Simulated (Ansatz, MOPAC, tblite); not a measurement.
Bond stretch in AlC (cation, charge +1), lowest triplet found (which spin is the ground state isn't settled by this scan).

PM7, unrestricted, heats of formation (MOPAC); GFN2-xTB, 300 K electronic temperature (tblite); AM1, unrestricted, heats of formation (MOPAC); FCI = full CI/aug-cc-pVDZ, frozen core (Ansatz, a first-principles code).

Energies are in kJ/mol, each relative to the lowest point of its own curve between 1.63 and 2.22 Å, where full CI is lowest.

```
R / Å     PM7  GFN2-xTB    AM1    FCI
-----  ------  --------  -----  -----
1.43   1273.3     531.4   80.9  450.6
1.54    783.6     234.9   18.1  236.0
1.63    504.2     105.9    0.0  128.4
1.70    344.7      49.0    2.3   74.1
1.81    172.3       7.2   27.2   24.6
1.87    109.8       0.1   47.2   10.7
1.93     64.6       0.0   68.1    3.1
1.99     33.6       4.9   86.8    0.1
2.03     19.3      10.1   96.9    0.0
2.15      0.0      31.8  113.7    5.3
2.22      0.2      47.0  116.7   10.3
```

At the longest distance, 2.22 Å, AM1 lies highest above its minimum (116.7 kJ/mol) and PM7 lowest (0.2 kJ/mol).

The scan ran from 1.43 to 6.71 Å; beyond the distances shown full CI changes its symmetry label. Also computed but left out beside FCI, since their determinant holds another spin at the minimum (<S²> over 0.7 above the pure value): UHF, UMP2, UCCSD, UCCSD(T), UCCSDT, UCCSDT(Q).
